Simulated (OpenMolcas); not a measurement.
Tc3+ among 6 point charges of -1 e arranged as a trigonal antiprism (D3d), 2.3 Å from the ion, with a polar angle of 46.5° against the regular 54.74°.
```
   0.0000    1.6691    1.5825  -1.00
  -1.4454   -0.8345    1.5825  -1.00
   1.4454   -0.8345    1.5825  -1.00
   0.0000   -1.6691   -1.5825  -1.00
   1.4454    0.8345   -1.5825  -1.00
  -1.4454    0.8345   -1.5825  -1.00
```

- Program: OpenMolcas 26.06
- Method: CASSCF
- Basis: ANO-RCC-VTZP [7s6p4d2f1g]
- Scalar Hamiltonian: DKH2, point nucleus
- Active space: 4 electrons in 5 orbitals (4d)
- State averaging: 2S+1 = 5 even, 5 roots; 2S+1 = 3 even, 45 roots; 2S+1 = 1 even, 50 roots
- Spin-orbit coupling: RASSI with atomic mean-field integrals over the reference wave functions

Q: What is the spin-free ground state (labels of D3, the rotations of D3d)?

A: 5E, 2-fold in its orbital part, 100 % from free-ion D terms; it has the highest spin that d4 allows.

Q: Where is the first state of the same spin?

A: 5A1 at 1380 cm-1 above the ground state.

Q: What are the lowest two levels with spin-orbit coupling?

A: A 1-fold level A1, then a 2-fold level E 96.1 cm-1 above it. Their leading multiplicities are 5 (99 %) and 5 (99 %).

Q: What is χT at 300 K, and how does it compare with the textbook value?

A: The lowest level has 2S+1 = 5, for which the spin-only value is χT = S(S+1) / 2 = 3.000 cm3 K/mol (g = 2). The computed 1.455 at 300 K differs by -1.545, through orbital momentum, spin-orbit coupling and any other state in reach.

An orbital doublet at a regular site is open to a Jahn-Teller distortion, which this geometry leaves out. Without dynamic correlation the repulsion within the d shell is too large (B by tens of per cent), so at a given field states of lower spin stand too high. Point charges give a weaker field than real ligands, and real ions of this kind are as a rule low spin; the high spin found here belongs to the model. Point charges carry no covalency, so the field is a model and not that of real ligands. No measured value stands beside these numbers.
